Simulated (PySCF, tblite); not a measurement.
Calculations on `CSC[SiH2][AsH][SiH3]`, in the order of a workflow; each names the level of the geometry that it ran on. Settings lines and outputs come from a driver script.

Species: C2H11AsSSi2.
SMILES with atom numbers: `[CH3:1][S:2][CH2:3][SiH2:4][AsH:5][SiH3:6]` (hydrogens: H7, H8, H9 on C1; H10, H11 on C3; H12, H13 on Si4; H14 on As5; H15, H16, H17 on Si6)

Step 1: GFN2-xTB geometry optimisation, gas phase (tblite 0.8.0) (from a force-field or distance-geometry start)
```json
{"job": {"kind": "relax", "xc": "GFN2-xTB", "basis": "xTB"}, "charge": 0, "multiplicity": 1}
```
```
step      E/eV     max force
  0    -514.79613    2.393
  1    -514.98700    1.432
  2    -515.16734    1.138
...
275    -515.91216    0.019
276    -515.91223    0.018
277    -515.91228    0.016
278    -515.91232    0.011
279    -515.91233    0.008
```

Energy lowered by 25.7 kcal/mol over 279 steps; largest atomic force 0.008 eV/Å at the end. «max force» is the largest atomic force in eV/Å.

Time: 4.1 s wall. Hardware: one thread of an Arm Neoverse N1, on a shared host.

Step 2: GFN2-xTB harmonic vibrations, gas phase (tblite 0.8.0) (on the GFN2-xTB geometry)
```json
{"job": {"kind": "ir", "xc": "GFN2-xTB", "basis": "xTB"}, "charge": 0, "multiplicity": 1}
```
```
(table of modes left out)
```

45 modes from 35 to 3059 cm⁻¹ (unscaled, harmonic); zero-point energy 70.6 kcal/mol; all wavenumbers are real at this level.

Time: 1.3 s. Hardware: an Arm Neoverse N1 with one thread, on a shared host.

Step 3: TDDFT CAM-B3LYP/def2-SVPD, vertical, gas phase, core orbitals frozen in the response (PySCF 2.14.0, density-fitted response routines) (on the GFN2-xTB geometry)
```json
{"job": {"kind": "uv", "xc": "CAM-B3LYP", "basis": "def2-SVPD", "nstates": 8, "ntriplets": 3}, "charge": 0, "multiplicity": 1}
```
```
...
Static polarisability (au): isotropic 132.511, principal 116.775 135.524 145.234
Singlet excitations
state   eV       nm        f      main configurations
  1   5.2576    235.8   0.00095   H->L 0.40, H->L+3 0.20
  2   5.7350    216.2   0.04433   H->L+2 0.59, H->L 0.23
  3   5.8632    211.5   0.01761   H->L+1 0.33, H->L+2 0.13, H->L 0.12
  4   5.9552    208.2   0.03128   H-1->L 0.41, H-1->L+1 0.21, H->L+3 0.09
  5   6.1066    203.0   0.00952   H->L+1 0.39, H->L+3 0.22, H->L+4 0.16
  6   6.3450    195.4   0.09771   H-1->L+1 0.56, H-1->L 0.22
  7   6.4239    193.0   0.03329   H-1->L+2 0.66, H-1->L+6 0.09
  8   6.5343    189.7   0.02820   H->L+6 0.39, H->L+4 0.24, H->L+3 0.12
Triplet excitations (Tamm-Dancoff, eV): 4.8502 5.3496 5.4340
```

HOMO -7.68 eV, LUMO 0.64 eV; lowest singlet 5.26 eV; lowest triplet 4.85 eV (Tamm–Dancoff); mean polarisability 132.5 au.

Hardware: an Arm Neoverse N1 with one thread, shared host with 64 logical CPUs at a one-minute load of 45. Cost: 2.1 min wall, 1.1 GiB resident at most.

Geometry of the electronic-property runs (GFN2-xTB):
```
atom  x, y, z in Å
C1     1.824    0.878   -0.832
S2     1.355    1.311    0.866
C3     1.315   -0.350    1.604
Si4   -0.222   -1.328    1.015
As5   -1.919    0.249    0.963
Si6   -2.061    0.674   -1.318
H7     1.944    1.811   -1.372
H8     1.046    0.277   -1.296
H9     2.767    0.338   -0.811
H10    1.262   -0.169    2.676
H11    2.265   -0.833    1.391
H12    0.145   -2.008   -0.245
H13   -0.423   -2.405    1.998
H14   -2.983   -0.819    0.881
H15   -1.261    1.855   -1.665
H16   -3.455    0.958   -1.680
H17   -1.605   -0.427   -2.186
```

 (This holds for the electronic-property runs.)

One conformer stands for the species.
